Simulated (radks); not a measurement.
Results of a calculation; reference values are marked as such.
Fractional charge and spin in the 3s shell of argon: the spin-up occupation runs from 0 to 1 and the spin-down occupation from 0 to 1; the fullest corner is Ar2+, [Ne] 3p(up 2, down 2) 3s(up 1, down 1). Level of theory: scalar-relativistic Kohn-Sham, PBE, spin-polarised, spherical densities, finite nucleus; Fermi nuclear charge, rms radius of each element as measured or else 0.836 A^(1/3) + 0.57 fm (a radial shooting solver on a logarithmic mesh with Libxc functionals). Energy (eV) above the fullest corner. The planes named below are the two flat planes that join the four corners, with an edge along up + down = one added electron.

down \ up        0     0.25     0.5    0.75       1
0          132.504  112.365  93.211  75.037  57.834
0.25       112.365   93.323  75.252  58.145  41.996
0.5         93.211   75.252  58.249  42.195  27.083
0.75        75.037   58.145  42.195  27.179  13.087
1           57.834   41.996  27.083  13.087   0.000

Corners above the fullest one (they belong to Ar3+ and the next ion): (up 1, down 0) 57.834 eV, (up 0, down 1) 57.834 eV, (up 0, down 0) 132.50 eV. With half an added electron in each spin the energy lies 0.415 eV from the planes, and with half an added electron in spin up alone -1.958 eV. The planes are only a guide here: the flat-plane condition holds for ground states with one frontier orbital, while this shell lies below other occupied shells, so the corners above the fullest one are inner-hole states and not the ground states of those ions.
